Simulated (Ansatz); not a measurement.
AsI₃ (`I[As](I)I`). Total charge 0; spin multiplicity 1. I: def2 effective core potential. Geometry: relaxed with PBE0-D4/def2-TZVP.

```xyz
4

I     2.123    0.055   -0.869
As    0.221   -0.188    0.813
I    -1.291   -1.858   -0.385
I    -1.053    1.991    0.441
```

Problem. What is the dipole moment at PBE/def2-TZVPP? (Estimate.)

Solution. Computed: 0.49 D, with components (0.12, -0.11, 0.46) D in this frame, pointing from negative to positive charge.

Problem. And with r2SCAN, B3LYP, ωB97M-V? (An estimate is asked.)

Solution. Computed: r2SCAN 0.50 D, B3LYP 0.60 D, ωB97M-V 0.59 D.

Problem. Give the Mulliken charges with PBE, B3LYP, ωB97M-V in def2-TZVPP. (Estimate.)

Solution. Computed: 
| atom | PBE | B3LYP | ωB97M-V |
| --- | --- | --- | --- |
| I1 | -0.09 | -0.10 | -0.08 |
| As2 | 0.26 | 0.31 | 0.24 |
| I3 | -0.09 | -0.10 | -0.08 |
| I4 | -0.09 | -0.10 | -0.08 |

B3LYP here is the variant with VWN-RPA as its local correlation; programs differ in this.
